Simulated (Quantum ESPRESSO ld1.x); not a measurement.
Results of a calculation; reference values are marked as such.
Task: The mean radii <r> (bohr) of the occupied orbitals of an atom or ion are listed with their occupations. Code: ld1.x of Quantum ESPRESSO 7.5. Model: Dirac Kohn-Sham, relativistic LDA (MacDonald-Vosko exchange, VWN5 correlation), spin-unpolarised, spherical densities, point nucleus.

orbital      occ.     <r>
1s1/2           2  0.1308
2s1/2           2  0.6094
2p1/2    0.666667  0.5473
2p3/2     1.33333  0.5487

Name the element and its charge. Open shells, if any, are shared by 2j + 1.

Result: Z = 12, magnesium, charge +6: Mg6+ in [He] 2s2 2p2. The 1s radius gives Z: for a bare nucleus <r> = (2 gamma + 1)/(2Z) with gamma = sqrt(1 - (Z/c)^2), 0.1247 bohr for Z = 12, and screening makes it slightly larger (0.1308 here). The occupations add up to 6, and the charge is Z minus that.
